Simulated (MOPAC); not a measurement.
MOPAC input (PM6):

```
PM6 FORCE THERMO(298,298) PRECISE LET UHF MS=0.5 GEO-OK AUX(PRECISION=9) THREADS=1
HBr2Ge

Br    1.88962390 1   -0.34563905 1   -0.12902190 1
Ge   -0.00767957 1    0.71484409 1    0.25450897 1
Br   -1.88157432 1   -0.37421071 1   -0.16268451 1
H    -0.02013120 1    2.20170655 1    0.38661757 1
```

From the output:

```
     H    4   0.246704   2.983714   0.246885   3.243888

          HEAT OF FORMATION =      -1.751703 KCALS/MOLE

          ZERO POINT ENERGY       5.384 KCAL/MOL

           NORMAL COORDINATE ANALYSIS (Total motion = 1 Angstrom)

   Root No.       1         2         3         4         5         6

                 1 A'      2 A'      3 A'      1 A"      2 A"      4 A'

                  90.0     132.1     281.3     295.6     618.5    2348.2

           1   -0.0649    0.0276    0.1230   -0.1912   -0.0091    0.0006
           2   -0.1246    0.0156   -0.0005   -0.0010    0.0040   -0.0002
           3    0.0044    0.0074   -0.0050   -0.0003    0.0013   -0.0001
           4   -0.0832   -0.0028   -0.0717    0.3113   -0.0009    0.0064
           5    0.1368    0.0047    0.1179    0.1894   -0.0006   -0.0105
           6   -0.0175   -0.0285    0.0186   -0.0000    0.0000   -0.0032
           7    0.1405   -0.0265   -0.0561   -0.0889   -0.0006   -0.0001
           8    0.0003   -0.0173   -0.1094   -0.1693   -0.0099   -0.0006
           9    0.0044    0.0074   -0.0050    0.0003   -0.0013   -0.0001
          10   -0.0006    0.1209   -0.1378   -0.2163    0.8363   -0.4958
          11    0.0010   -0.1987    0.2265   -0.1315    0.5087    0.8152
          12    0.5577    0.8755   -0.5545   -0.0000    0.0000    0.2491

           MASS-WEIGHTED COORDINATE ANALYSIS (NORMAL COORDINATES)

   Root No.       1         2         3         4         5         6

                 1 A'      2 A'      3 A'      1 A"      2 A"      4 A'

                  90.0     132.1     281.3     295.6     618.5    2348.2

           1   -0.2508    0.2399    0.5358   -0.4335   -0.0822    0.0052
           2   -0.4814    0.1355   -0.0023   -0.0024    0.0363   -0.0015
           3    0.0170    0.0646   -0.0216   -0.0008    0.0117   -0.0009
           4   -0.3063   -0.0236   -0.2978    0.6727   -0.0078    0.0545
           5    0.5037    0.0388    0.4896    0.4092   -0.0047   -0.0896
           6   -0.0643   -0.2363    0.0774   -0.0000    0.0000   -0.0277
           7    0.5428   -0.2307   -0.2444   -0.2015   -0.0056   -0.0010
           8    0.0013   -0.1507   -0.4768   -0.3839   -0.0897   -0.0053
           9    0.0170    0.0646   -0.0216    0.0008   -0.0117   -0.0009
          10   -0.0003    0.1180   -0.0674   -0.0551    0.8473   -0.4998
          11    0.0004   -0.1940    0.1108   -0.0335    0.5154    0.8218
          12    0.2419    0.8546   -0.2714   -0.0000    0.0000    0.2511

          DESCRIPTION OF VIBRATIONS

 VIBRATION          1    1A'         ATOM PAIR     ENERGY CONTRIBUTION    RADIAL
 FREQUENCY            90.04         Br1 -- Ge2         +43.7% (185.8%)      0.3%
 TRANSITION DIPOLE   0.6798         Ge2 -- Br3         +43.7% (185.8%)      0.3%
 TRAVEL (Ang.)       0.1809         Ge2 -- H 4         +12.7% (100.0%)     53.8%
 REDUCED MASS       22.8789
 EFFECTIVE MASS    221.0621
 FORCE CONSTANT      0.1093

 VIBRATION          2    2A'         ATOM PAIR     ENERGY CONTRIBUTION    RADIAL
 FREQUENCY           132.13         Ge2 -- H 4         +75.6% (101.3%)      0.1%
 TRANSITION DIPOLE   0.6612         Br1 -- Ge2         +12.2% ( 40.7%)     41.0%
 TRAVEL (Ang.)       0.5204         Ge2 -- Br3         +12.2% ( 40.7%)     41.0%
 REDUCED MASS        1.8846
 EFFECTIVE MASS     28.3841
 FORCE CONSTANT      0.0194

 VIBRATION          3    3A'         ATOM PAIR     ENERGY CONTRIBUTION    RADIAL
 FREQUENCY           281.30         Br1 -- Ge2         +43.7% ( 84.3%)     73.4%
 TRANSITION DIPOLE   0.8827         Ge2 -- Br3         +43.7% ( 84.3%)     73.4%
 TRAVEL (Ang.)       0.1060         Ge2 -- H 4         +12.6% ( 45.2%)     84.9%
 REDUCED MASS       21.3403
 EFFECTIVE MASS     78.7484
 FORCE CONSTANT      0.9950

 VIBRATION          4    1A"         ATOM PAIR     ENERGY CONTRIBUTION    RADIAL
 FREQUENCY           295.62         Ge2 -- Br3         +38.7% ( 84.2%)     87.8%
 TRANSITION DIPOLE   5.2618         Br1 -- Ge2         +38.7% ( 84.2%)     87.8%
 TRAVEL (Ang.)       0.0825         Ge2 -- H 4         +22.5% ( 64.2%)      0.0%
 REDUCED MASS       33.5443
 EFFECTIVE MASS     75.8967
 FORCE CONSTANT      1.7271

 VIBRATION          5    2A"         ATOM PAIR     ENERGY CONTRIBUTION    RADIAL
 FREQUENCY           618.52         Ge2 -- H 4         +99.9% ( 98.4%)      0.0%
 TRANSITION DIPOLE   0.3275
 TRAVEL (Ang.)       0.3326
 REDUCED MASS        0.9857
 EFFECTIVE MASS      1.3476
 FORCE CONSTANT      0.2222

 VIBRATION          6    4A'         ATOM PAIR     ENERGY CONTRIBUTION    RADIAL
 FREQUENCY          2348.22         Ge2 -- H 4        +100.0% (100.0%)    100.0%
 TRANSITION DIPOLE   0.4400
 TRAVEL (Ang.)       0.1699
 REDUCED MASS        0.9942
 EFFECTIVE MASS      1.1973
 FORCE CONSTANT      3.2302

      SYMMETRY NUMBER FOR POINT-GROUP Cs  =  1

          SYSTEM IS A GROUND STATE

 HBr2Ge

          MOLECULE IS NOT LINEAR

          THERE ARE  6 GENUINE VIBRATIONS IN THIS SYSTEM
          THIS THERMODYNAMICS CALCULATION IS LIMITED TO
          MOLECULES WHICH HAVE NO INTERNAL ROTATIONS

                    CALCULATED THERMODYNAMIC PROPERTIES
                                          *
   TEMP. (K)   PARTITION FUNCTION   H.O.F.    ENTHALPY  HEAT CAPACITY ENTROPY
                                   KCAL/MOL   CAL/MOLE    CAL/K/MOL  CAL/K/MOL

 298.00  VIB.     0.1122D+02                  1535.3503     8.2621     9.9565
         ROT.     0.3871D+06                   888.2803     2.9808    28.5490
         INT.     0.4343D+07                  2423.6306    11.2429    38.5055
         TRA.     0.3447D+28                  1480.4672     4.9680    42.2423
         TOT.                       -1.752    3904.0978    16.2109    80.7478

   *: NOTE: HEATS OF FORMATION ARE RELATIVE TO THE
            ELEMENTS IN THEIR STANDARD STATE AT 298K
              (=  Standard Enthalpy of Formation).

            Hvib:  Zero-point energy is not included.
                   frequencies of less than zero cm-1 are not included.
            Hrot = (3/2)RT
            Htra = (3/2)RT + pV = (5/2)RT

            Heat capacity is Cp, not Cv

          For more information, see: HTTP://OpenMOPAC.net/Manual/thermochemistry.html

           FORCE CONSTANT IN CARTESIAN COORDINATES (Millidynes/A)

    ATOM   CHEMICAL       X               Y               Z
   NUMBER   SYMBOL  FORCE CONSTANT  FORCE CONSTANT  FORCE CONSTANT

      1      Br        2.042743        0.128758        0.007595
      2      Ge        2.726040        3.420206        0.247060
      3      Br        0.546911        1.624590        0.007595
      4       H        0.981680        2.272583        0.217722

 **********************
 *                    *
 * JOB ENDED NORMALLY *
 *                    *
 **********************
```
